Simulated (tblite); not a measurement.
Compound: C₃H₁₁NOSi₃.
Numbering: `[N:1]#[C:2][CH2:3][SiH2:4][CH2:5][SiH2:6][O:7][SiH3:8]` (hydrogens: H9, H10 on C3; H11, H12 on Si4; H13, H14 on C5; H15, H16 on Si6; H17, H18, H19 on Si8)

Computed with GFN2-xTB (tblite), gas phase: L-BFGS steps from a force-field or distance-geometry start until the largest atomic force falls under 0.01 eV/Å.

Step 20: E = -660.4918 eV
```
atom  x, y, z in Å  |  force x, y, z in eV/Å
N1     -5.1789   -0.2402    0.4098   -0.076   0.040   0.046
C2     -4.1096    0.1472    0.2824    0.006  -0.130  -0.065
C3     -2.7597    0.5564    0.0832   -0.055  -0.026   0.037
Si4    -1.7035   -0.9276   -0.5302   -0.024   0.084   0.000
C5      0.0245   -0.2347   -0.8503    0.115   0.041  -0.012
Si6     0.9824    0.0392    0.7602    0.046  -0.060   0.083
O7      2.4038    0.7423    0.4212    0.079  -0.160   0.037
Si8     4.0043    0.4679    0.4340    0.095  -0.031  -0.021
H9     -2.3650    0.9129    1.0367    0.025   0.074  -0.089
H10    -2.7583    1.3748   -0.6413    0.085  -0.039   0.089
H11    -1.6591   -1.9440    0.5232   -0.055  -0.013   0.011
H12    -2.3066   -1.4958   -1.7367   -0.039   0.014  -0.071
H13     0.5847   -0.9493   -1.4506   -0.008  -0.065  -0.017
H14    -0.0029    0.6778   -1.4428   -0.089   0.056   0.023
H15     0.4086    0.9620    1.7338   -0.126   0.039  -0.028
H16     1.2039   -1.2837    1.3501    0.012   0.028   0.067
H17     4.4834    1.5678   -0.3942    0.066  -0.026   0.016
H18     4.2504   -0.8639   -0.1366    0.015   0.137   0.014
H19     4.4878    0.5001    1.8202   -0.074   0.037  -0.120
```

Step 21: E = -660.4975 eV
```
atom  x, y, z in Å  |  force x, y, z in eV/Å
N1     -5.1831   -0.2354    0.4142   -0.150  -0.002   0.042
C2     -4.1129    0.1452    0.2805    0.055  -0.065  -0.037
C3     -2.7641    0.5561    0.0823   -0.022  -0.060   0.019
Si4    -1.7091   -0.9266   -0.5292    0.077  -0.012  -0.061
C5      0.0252   -0.2363   -0.8470    0.065   0.047  -0.016
Si6     0.9822    0.0369    0.7652    0.018   0.001   0.020
O7      2.4069    0.7310    0.4175    0.075  -0.173   0.071
Si8     4.0098    0.4671    0.4332    0.092   0.025  -0.049
H9     -2.3639    0.9081    1.0342    0.005   0.097  -0.059
H10    -2.7595    1.3731   -0.6422    0.073  -0.016   0.079
H11    -1.6614   -1.9491    0.5242   -0.069   0.043  -0.048
H12    -2.3087   -1.4912   -1.7443   -0.012   0.037   0.000
H13     0.5891   -0.9514   -1.4466   -0.059  -0.009  -0.004
H14    -0.0033    0.6821   -1.4341   -0.074  -0.020   0.031
H15     0.4011    0.9696    1.7269   -0.091   0.022  -0.032
H16     1.1894   -1.2856    1.3531    0.037  -0.010   0.107
H17     4.4856    1.5717   -0.3935    0.050  -0.044   0.029
H18     4.2686   -0.8594   -0.1387    0.009   0.103   0.003
H19     4.4983    0.5034    1.8165   -0.081   0.035  -0.095
```

**Question.** Estimate the geometry and energy of step 22. (The exact step hangs on the optimiser's Hessian estimate; all steps are aligned on step 21, rigid shifts and turns removed.)

**Answer.** E = -660.5033 eV, largest force 0.201 eV/Å
```
atom  x, y, z in Å  |  force x, y, z in eV/Å
N1     -5.1895   -0.2293    0.4195   -0.159  -0.026   0.030
C2     -4.1170    0.1420    0.2787    0.052  -0.011   0.001
C3     -2.7690    0.5539    0.0817    0.019  -0.086  -0.004
Si4    -1.7132   -0.9258   -0.5304    0.151  -0.090  -0.098
C5      0.0267   -0.2366   -0.8439   -0.004   0.032  -0.010
Si6     0.9819    0.0349    0.7711   -0.010   0.045  -0.028
O7      2.4130    0.7129    0.4170    0.052  -0.160   0.092
Si8     4.0184    0.4667    0.4317    0.064   0.077  -0.070
H9     -2.3632    0.9052    1.0303   -0.015   0.100  -0.014
H10    -2.7598    1.3708   -0.6412    0.050   0.009   0.047
H11    -1.6651   -1.9539    0.5227   -0.078   0.087  -0.095
H12    -2.3109   -1.4874   -1.7524    0.014   0.059   0.059
H13     0.5914   -0.9534   -1.4430   -0.087   0.043   0.006
H14    -0.0055    0.6855   -1.4273   -0.048  -0.071   0.033
H15     0.3958    0.9800    1.7208   -0.053  -0.003  -0.047
H16     1.1730   -1.2876    1.3589    0.053  -0.034   0.138
H17     4.4856    1.5770   -0.3924    0.045  -0.041   0.025
H18     4.2891   -0.8528   -0.1402    0.019   0.034  -0.029
H19     4.5085    0.5072    1.8108   -0.065   0.037  -0.034
```

The energy changes by -0.0058 eV. The first-order estimate −F·Δx gives -0.0077 eV and the mean of the old and new forces, exact on a quadratic surface, -0.0058 eV. The step makes an angle of 68° with the force vector and moves no atom by more than 0.022 Å.

What follows is the cost of the whole relaxation. On an Intel Xeon 6975P-C with one thread, no GPU (shared host), this took 0.91 s of wall time.
